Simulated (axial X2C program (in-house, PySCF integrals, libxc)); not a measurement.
## What spin–orbit coupling does to FeC

Calculated with an in-house relativistic program for diatomic molecules. Spin-free means the one-electron spin-free X2C Hamiltonian; two-component (2c) means X2C with spin–orbit coupling and atomic mean-field two-electron Coulomb and Gaunt terms, so the difference of the two also holds small scalar two-electron terms. Basis: Fe dyall-cv3z [9s10p6d3f2g], C dyall-v3z [7s6p2d1f] (cores contracted in-house); Gaussian nuclei, density fitting, unrestricted open shells. Masses: Fe 55.935 u, C 12.000 u.

Spin-free state: M_S = 1, Λ = 2 (beyond evenly filled blocks: σα, δ+α, δ+β, δ-α); fragments Fe + C.

```json
{"level": "PBE0", "Re (Å)": "1.667", "ωe (cm⁻¹)": "536.7", "De (eV)": "3.250", "μ (D)": "-2.62"}
{"level": "TPSS", "Re (Å)": "1.554", "ωe (cm⁻¹)": "942.9", "De (eV)": "4.615", "μ (D)": "-2.52"}
```

Dipoles are positive if C is the positive end.

Two-component determinant lowest at the distance of the search:

Ω = 3 (⟨Sz⟩ = 1.00, ⟨Lz⟩ = 2.00 at PBE0); fragments Fe + C.

```
level  Re (Å)  ωe (cm⁻¹)  μ (D)
 PBE0   1.666      535.7  -2.62
 TPSS   1.554      943.3  -2.52
```

From the two tables, how do the constants change at the PBE0 level (2c against spin-free)?

At the PBE0 level Re is unchanged within 0.001 Å and ωe decreases by 1.0 cm⁻¹.

The state is one determinant whose occupation by symmetry is held fixed; it was picked as the lowest of a PBE0 search that is not exhaustive. De is counted from the lowest determinant-based energies of the atoms at the same level, without counterpoise correction. De is not given where an atomic determinant may have missed its ground term or J level, or where the truncated virtual space spoils (T). Density functionals use the spin component along the axis (collinear). PBE0 can misorder states that lie within some tenths of an eV, so this need not be the ground state of the molecule. The nearest other spin-free determinant of the search, M_S = 1, Λ = 0, lies 0.07 eV up at the distance of the search. The functionals have no current-density term, which raises determinants with orbital currents, atoms included. With several unpaired electrons one determinant need not be a pure state. A state of lower Ω lies just above, and one determinant can place such states too high, so the state shown need not be the lowest. The search has Ω = 1 only 0.09 eV up. At some level and bond length an empty orbital lies below a filled one. The determinant is spin-polarised beyond a pure state at some levels (its spin-free form has ⟨S²⟩ too high), which makes Re and μ there less reliable.
